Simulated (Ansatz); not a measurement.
The cluster MoSe2⁺, relaxed as a doublet with UKS PBE-D4/def2-TZVP in Ansatz, starting from the GFN2-xTB geometry. Force threshold 0.02 eV/Å.

In the def2 sets Mo takes a core potential; there is no spin–orbit coupling. The relaxation made no stability test and no search for a lower SCF solution. The structure comes from a short search, and lower isomers may exist.

Start:

```xyz
3

Mo    0.164    0.632    0.505
Se    1.418   -1.211    0.379
Se   -1.582    0.579   -0.884
```

```tsv
step	energy (eV)	largest force component (eV/Å)	SCF passes
1	-132530.2335	0.497	44
2 (rejected)	-132530.2021	1.115	33
3	-132530.2990	0.094	34
4	-132530.3007	0.021	28
5	-132530.3008	0.026	30
6	-132530.3008	0.000	19
```

Force components are those of the run's own axes.

End:

Cartesian coordinates in Å:
```
Mo 0.1784 0.6863 0.5482
Se 1.3359 -1.1930 0.3260
Se -1.5144 0.5067 -0.8742
```

By distances, no bond broke or formed. The bond that changes most is Mo1–Se3, from 2.23 to 2.22 Å (atoms count from 1).

No frequencies were taken in this run, so the end may be a saddle point.

It took 12 s on 4 threads of Arm Neoverse V2 on a shared host.
